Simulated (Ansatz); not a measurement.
Reaction (redistribution): `O[SiH](F)[AlH2]` + `B[CH2][GeH3]` → `O[SiH2][AlH2]` + `B[CH](F)[GeH3]`

Calculated with Ansatz (gas phase, PBE0-D4/def2-TZVP geometries, no zero-point term in ΔE). CCSD(T)/CBS adds triple-zeta CCSD(T) − MP2 to the extrapolated MP2 energy (def2 sets, frozen cores). DFT in def2-TZVPP. B3LYP here is the variant with VWN-RPA as its local correlation; programs differ in this. For Ge outer-core shells are correlated without core-valence functions, which leaves a few kJ/mol of doubt a bond. Scalar relativity is left out up to krypton. Each species was taken in one conformer, which may not be the lowest.

`O[SiH](F)[AlH2]`:

Z-matrix (Å, degrees):
```
Si
F 1 1.610
Al 1 2.471 2 110.8
O 1 1.646 2 109.7 3 -115.5
H 1 1.493 2 103.8 3 127.9
H 3 1.589 1 120.0 2 139.3
H 3 1.587 1 120.4 2 -41.5
H 4 0.959 1 118.7 2 -71.2
```

`B[CH2][GeH3]`:

Z-matrix (Å, degrees):
```
C
Ge 1 1.994
B 1 1.526 2 102.4
H 1 1.092 2 103.8 3 -121.8
H 1 1.092 2 104.0 3 121.9
H 2 1.537 1 107.1 3 -177.4
H 2 1.536 1 110.6 3 63.4
H 2 1.536 1 110.9 3 -58.2
H 3 1.199 1 120.6 2 88.2
H 3 1.199 1 120.6 2 -86.8
```

`O[SiH2][AlH2]`:

Z-matrix (Å, degrees):
```
Si
Al 1 2.460
O 1 1.661 2 109.0
H 1 1.499 2 111.1 3 122.0
H 1 1.498 2 111.2 3 -122.0
H 2 1.591 1 118.5 3 179.3
H 2 1.588 1 122.5 3 -0.7
H 3 0.959 1 117.0 2 180.0
```

`B[CH](F)[GeH3]`:

```xyz
10

B     1.178   -0.134    0.795
C     0.302    0.931    0.190
F    -0.469    1.725    1.011
Ge   -0.921   -0.482   -0.676
H     1.058   -0.464    1.936
H     1.908   -0.724    0.051
H     0.637    1.514   -0.670
H    -2.309    0.161   -0.612
H    -0.458   -0.715   -2.118
H    -0.925   -1.813    0.093
```

```json
{"level": "PBE-D4", "ΔE (kJ/mol)": "235.1", "difference from CCSD(T)/CBS": "-31.4"}
{"level": "r2SCAN-D4", "ΔE (kJ/mol)": "250.7", "difference from CCSD(T)/CBS": "-15.8"}
{"level": "PBE0-D4", "ΔE (kJ/mol)": "247.2", "difference from CCSD(T)/CBS": "-19.3"}
{"level": "B3LYP-D4", "ΔE (kJ/mol)": "252.2", "difference from CCSD(T)/CBS": "-14.3"}
{"level": "ωB97X-V", "ΔE (kJ/mol)": "253.6", "difference from CCSD(T)/CBS": "-12.9"}
{"level": "B2PLYP", "ΔE (kJ/mol)": "261.5", "difference from CCSD(T)/CBS": "-5.0"}
{"level": "PBE", "ΔE (kJ/mol)": "235.1", "difference from CCSD(T)/CBS": "-31.4"}
{"level": "B3LYP", "ΔE (kJ/mol)": "252.3", "difference from CCSD(T)/CBS": "-14.2"}
{"level": "MP2/def2-TZVPP", "ΔE (kJ/mol)": "274.7", "difference from CCSD(T)/CBS": "8.2"}
{"level": "SCS-MP2/def2-TZVPP", "ΔE (kJ/mol)": "270.8", "difference from CCSD(T)/CBS": "4.3"}
{"level": "CCSD/def2-TZVPP", "ΔE (kJ/mol)": "265.0", "difference from CCSD(T)/CBS": "-1.5"}
{"level": "CCSD(T)/def2-TZVPP", "ΔE (kJ/mol)": "261.6", "difference from CCSD(T)/CBS": "-4.9"}
{"level": "HF/def2-QZVPP", "ΔE (kJ/mol)": "278.4", "difference from CCSD(T)/CBS": "11.9"}
{"level": "SCS-MP2/def2-QZVPP", "ΔE (kJ/mol)": "274.7", "difference from CCSD(T)/CBS": "8.2"}
{"level": "HF/CBS(def2)", "ΔE (kJ/mol)": "278.7", "difference from CCSD(T)/CBS": "12.2"}
{"level": "MP2/CBS(def2)", "ΔE (kJ/mol)": "279.5", "difference from CCSD(T)/CBS": "13.0"}
{"level": "CCSD(T)/CBS", "ΔE (kJ/mol)": "266.5", "difference from CCSD(T)/CBS": "0"}
```

Largest T1 diagnostic among the species: 0.012.

From PBE to PBE0 (25 % exact exchange), in def2-TZVPP and without D4, ΔE moves by +12.1 kJ/mol.
